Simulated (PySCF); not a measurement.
# One molecule, several mistakes: FH2NOSi

Calculated results; nothing here was measured. They come from PySCF 2.14.0, an open-source quantum chemistry program, on an isolated molecule that a program drew, which may never have been made. The molecule is FH2NOSi (charge 0, singlet), drawn as the SMILES string `N[Si](=O)F`.

Each row is a Hartree-Fock (HF) and frozen-core CCSD(T) single point in the cc-pV(D+d)Z basis, meant for a local HF minimum. Run 1 is clean. Each other run has one planted mistake out of seven kinds, and not every kind appears here: one electron removed, one electron added, multiplicity raised by two, geometry at a saddle point, minimal basis STO-3G, one bond length entered in bohr, all coordinates scaled. The reference is restricted for singlets and unrestricted otherwise, and also for a bond in bohr. Adding or removing an electron swaps singlet and doublet. Electrons count all cores. HOMO and LUMO are orbital energies over both spins, the gradient is its largest component, and the lowest frequency (negative if imaginary) is given only where the gradient is small. Bond lengths are over the 5 bonds as drawn. T1 is the CCSD diagnostic: over 0.02 (restricted) or 0.045 (unrestricted) a single reference is doubtful.

Geometry of the clean run:
```xyz
6
FH2NOSi, angstrom
N    -0.0042    1.4041    2.0219
Si    0.9516    2.2767    3.0517
O     0.7518    3.6501    3.5853
F     2.1837    1.3326    3.3834
H     0.2125    0.4766    1.7154
H    -0.8593    1.7695    1.6522
```

| run | electrons | basis functions | <S^2> | HOMO (eV) | LUMO (eV) | gradient (hartree/bohr) | lowest frequency (cm^-1) | mean bond (Å) | longest bond (Å) | T1 | HF (hartree) | CCSD(T) (hartree) | mistake |
|---|---|---|---|---|---|---|---|---|---|---|---|---|---|
| 1 | 40 | 75 | 0.000 | -12.06 | 3.19 | 2.8e-05 | 305 | 1.3459 | 1.654 | 0.0158 | -518.96231 | -519.62058 | no fault |
| 2 | 39 | 75 | 0.755 | -18.92 | -7.33 | 1.9e-01 | - | 1.3459 | 1.654 | 0.0154 | -518.61528 | -519.22239 | one electron removed |
| 3 | 40 | 26 | 0.000 | -7.30 | 8.69 | 3.9e-02 | - | 1.3459 | 1.654 | 0.0202 | -512.34249 | -512.53533 | minimal basis STO-3G |
| 4 | 40 | 75 | 0.000 | -11.93 | 2.74 | 6.3e-02 | - | 1.3997 | 1.720 | 0.0179 | -518.94984 | -519.61968 | all coordinates scaled |
| 5 | 40 | 75 | 0.705 | -11.94 | 0.68 | 2.9e-02 | - | 1.5239 | 1.891 | 0.0583 | -518.80569 | -519.46487 | ? |
| 6 | 41 | 75 | 0.779 | 2.22 | 9.40 | 4.2e-02 | - | 1.3459 | 1.654 | 0.0224 | -518.86111 | -519.53848 | ? |

**Which mistake was planted in run 5, and what did it cost?**

The mean bond changes by a factor of 1.132 and the longest by 1.143, so the molecule wasn't scaled as a whole. A length L in bohr read as angstrom grows by (1/0.5292 - 1) L = 0.890 L. The 5 bonds together grew by 5 x 0.1780 = 0.890 Å, which gives L = 1.000 Å. That is the length of one of the H-N bonds, 1.001 Å in the clean geometry. So the mistake is: one bond length entered in bohr. Subtracting run 1 and multiplying by 627.51 kcal/mol a hartree, the energy moved by 98.3 kcal/mol in HF and 97.7 kcal/mol in CCSD(T).

**Which mistake was planted in run 6, and what did it cost?**

It counts 41 electrons, one more than the clean run, at the same geometry and basis. So the mistake is: one electron added. Subtracting run 1 and multiplying by 627.51 kcal/mol a hartree, the energy moved by 63.5 kcal/mol in HF and 51.5 kcal/mol in CCSD(T).

Cautions from the logs. Run 3: T1 is over the limit, so its CCSD(T) energy is less reliable; run 5: T1 is over the limit, so its CCSD(T) energy is less reliable; run 6: the HOMO is above zero, so the electron isn't bound and the energy depends on the basis.
